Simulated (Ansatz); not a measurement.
Si(H)(Me)2(OH) (C2H8OSi), SMILES C[SiH](C)O.

Geometry optimised at B3LYP-D3(BJ)/def2-SVP. The values are those of a single conformer.

Two levels are set side by side: PBE/def2-SVPD (Ansatz, a quantum-chemistry and plane-wave program) and PBE0/def2-SVPD (Ansatz). Energy differences of separate SCF runs at the same geometry; the states with an electron removed or added have multiplicity 2 and 2. Differences are taken from unrounded values.

| quantity | PBE0 | PBE | PBE minus PBE0 |
|---|---|---|---|
| vertical ionisation energy (eV) | 10.26 | 9.87 | -0.39 |
| vertical singlet–triplet gap (eV) | 6.89 | 6.40 | -0.49 |
